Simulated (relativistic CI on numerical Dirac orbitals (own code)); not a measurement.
Radial Dirac CI calculation of Co XVIII.

Command:

```sh
python run_levels.py task.json out
```

Input:

```
atom Co  Z=27  charge=17  electrons=10
nucleus A=59  rms_radius_fm=3.7875
hamiltonian dirac-coulomb  breit=on  qed=on  c_scale=0.8
orbitals kli  potential=per-configuration
slater_scale 1.2
correlation none
mixing on
grid step=0.0125 r_max=5.9
scf mixing=0.4 start=green max_iterations=20 tolerance=2e-08 node_fill=0.05
configurations
  [He] 2s2 2p6
  [He] 2s2 2p5 3s
end
```

Output:

```
SCF 1: [He] 2s2 2p6
 iter      energy (Ha)   residual   last orbital (Ha)
    1     -1240.889981   2.76e+00    -73.80376
    2     -1249.136267   1.58e+00    -63.60757
    3     -1253.093259   7.32e-02    -51.27424
    4     -1253.107968   3.90e-02    -51.68971
    5     -1253.110410   2.00e-04    -51.40724
    6     -1253.110410   1.63e-04    -51.40830
    7     -1253.110410   2.56e-06    -51.40746
    8     -1253.110410   3.44e-07    -51.40744
    9     -1253.110410   1.04e-08    -51.40744
SCF 2: [He] 2s2 2p5 3s
 iter      energy (Ha)   residual   last orbital (Ha)
    1     -1213.722545   2.64e+00    -28.20345
    2     -1220.264283   1.51e+00    -25.37218
    3     -1223.457320   5.62e-02    -22.05362
    4     -1223.462234   3.15e-02    -22.02477
    5     -1223.464099   3.01e-04    -21.95848
    6     -1223.464097   2.78e-05    -21.95879
    7     -1223.464096   4.27e-06    -21.95874
    8     -1223.464097   5.38e-08    -21.95873
    9     -1223.464097   3.82e-09    -21.95873
orbital energies (Ha): 1s -304.7364  2s -56.5276  2p1/2 -52.3017  2p3/2 -51.4074
configuration averages (Ha): Dirac-Coulomb, Breit, QED
  2p6                          -1253.110410    0.776920    0.385502
  2p5 3s                       -1223.464097    0.734783    0.390802
levels: no., configuration, term, J, E (cm-1), weight
   1 2p6                    1S   0                0.0  1.00
   2 2p5 3s                 3P*  2          6426203.0  1.00
   3 2p5 3s                 1P*  1          6447406.8  0.58
   4 2p5 3s                 3P*  0          6617898.6  1.00
   5 2p5 3s                 3P*  1          6630162.4  0.58
lowest total energy -1251.947988 Ha
end: converged
```

Against the reference input this run has: iteration limit 20, speed of light × 0.8, Slater scale 1.2. The reference run ends at -1246.311733 Ha with Breit and QED terms. With a changed speed of light or nuclear radius the levels are not those of the real ion, and the QED model is not rescaled.

Run time about 0.046 s of CPU on one thread of Neoverse-V1 (shared host).
